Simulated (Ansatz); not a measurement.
Frontier orbitals of CH7AlSi2, SMILES `[SiH3][CH]1[AlH][SiH2]1`.

Charge 0, multiplicity 1. All single points use the PBE0-D4/def2-TZVP geometry. Basis def2-TZVPP, the Gaussian-basis code of Ansatz.

| functional | HOMO (eV) | LUMO (eV) | gap (eV) |
| --- | --- | --- | --- |
| PBE | -5.28 | -1.72 | 3.56 |
| revPBE | -5.24 | -1.63 | 3.61 |
| B97M-V | -5.50 | -1.58 | 3.92 |
| PBE0 | -6.20 | -0.92 | 5.28 |
| B3LYP | -6.00 | -1.07 | 4.93 |
| ωB97X-V | -8.31 | 1.06 | 9.37 |
| ωB97M-V | -8.13 | 0.79 | 8.92 |
| HF | -8.24 | 2.08 | 10.32 |

A quarter of exact exchange (PBE0) shifts PBE's HOMO by −0.92 eV and its LUMO by +0.80 eV; full exchange at long range (ωB97M-V) shifts them by −2.85 and +2.51 eV. The gap opens from 3.56 to 8.93 eV, since occupied levels lose self-interaction and empty ones feel all the electrons. A positive LUMO is unbound and depends on the basis.

B3LYP here is the variant with VWN-RPA as its local correlation; programs differ in this.
